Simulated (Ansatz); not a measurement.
`[F][InH][I]`, relaxed with RKS PBE-D4/def2-SVP in the Gaussian-basis code of Ansatz from a rough embedded geometry. The force threshold is 0.03 eV/Å; the program also tests the step.

Charge 0, multiplicity 1. In, I: def2 effective core potential.

Start:

```xyz
4

F     0.391   -0.594    1.687
In   -0.590    0.076    0.019
I     1.556   -0.936   -1.909
H    -1.356    1.455    0.202
```

**Question.** How much energy does the relaxation release, and in how many steps? (Estimate.)

**Answer.** Computed: 86.29 kJ/mol, in 5 steps.

**Question.** Which bonds change most? (Best estimate.)

**Answer.** Computed: In2–I3 from 3.057 to 2.683 Å; In2–H4 from 1.588 to 1.721 Å; F1–In2 from 2.047 to 1.977 Å.

**Question.** Give the relaxed structure. (Estimate.)

**Answer.** The calculation gave: 
```xyz
4

F     0.287   -0.670    1.816
In   -0.180    0.154    0.081
I     1.311   -0.832   -1.919
H    -1.418    1.349    0.022
```
